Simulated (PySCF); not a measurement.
Isomers of C11H14. Computed with PBE0-D3(BJ)/def2-SVP geometry optimisation, gas phase (PySCF). One conformer each; no zero-point energy, no entropy. No frequencies were run at this level. Point groups hold within 0.08 Å.

Task: Order them by energy at this level, lowest first, and give relative energies in kJ/mol.
A. `[CH3:1][CH2:2][CH2:3]/[CH:4]=[CH:5]\[c:6]1[cH:7][cH:8][cH:9][cH:10][cH:11]1` with C1–C2–C3–C4 180°, C2–C3–C4–C5 -139°, C4–C5–C6–C7 145°
B. `[CH2:1]=[C:2]([CH2:3][CH2:4][CH3:5])[c:6]1[cH:7][cH:8][cH:9][cH:10][cH:11]1` with C1–C2–C3–C4 117°, C2–C3–C4–C5 179°, C1–C2–C6–C7 -36° (2-phenyl-1-pentene)
C. `[CH2:1]=[CH:2][c:3]1[cH:4][cH:5][c:6]([CH:7]([CH3:8])[CH3:9])[cH:10][cH:11]1` with C1–C2–C3–C4 -2°, C5–C6–C7–C8 -65° (4-isopropyl styrene)
D. `[CH3:1][CH:2]([CH3:3])[c:4]1[cH:5][cH:6][c:7]2[c:8]([cH:9]1)[CH2:10][CH2:11]2` with C1–C2–C4–C5 120°

Result: C (0.0), B (4.3), A (7.5), D (28.1).

As drawn, the lowest has a C=C bond outside aromatic rings, which the highest lacks; the highest has a four-membered ring, which the lowest lacks. Neighbours under 10 kJ/mol apart (C=Cc1ccc(C(C)C)cc1 and C=C(CCC)c1ccccc1; C=C(CCC)c1ccccc1 and CCC/C=C\c1ccccc1) can change places with a better method, another conformer or zero-point energy.

```json
{"SMILES": "C=Cc1ccc(C(C)C)cc1", "E (Eh)": "-426.79103", "E rel (kJ/mol)": "0.0", "dipole (D)": "0.65", "point group": "near Cs", "A, B, C (MHz)": "2966, 551.1, 516.4"}
{"SMILES": "C=C(CCC)c1ccccc1", "E (Eh)": "-426.78940", "E rel (kJ/mol)": "4.3", "dipole (D)": "0.41", "point group": "C1", "A, B, C (MHz)": "1822, 691.3, 570.4"}
{"SMILES": "CCC/C=C\\c1ccccc1", "E (Eh)": "-426.78816", "E rel (kJ/mol)": "7.5", "dipole (D)": "0.43", "point group": "C1", "A, B, C (MHz)": "2294, 515.2, 458.1"}
{"SMILES": "CC(C)c1ccc2c(c1)CC2", "E (Eh)": "-426.78032", "E rel (kJ/mol)": "28.1", "dipole (D)": "0.23", "point group": "near Cs", "A, B, C (MHz)": "2465, 677.1, 604.4"}
```

Task: As an exercise, what shares would exp(−E/RT) give at 298.15 K from these electronic energies alone (no entropy, no degeneracies)?

Result: RT = 2.479 kJ/mol: C=Cc1ccc(C(C)C)cc1 81.6 %, C=C(CCC)c1ccccc1 14.5 %, CCC/C=C\c1ccccc1 3.9 %, CC(C)c1ccc2c(c1)CC2 under 0.1 %.
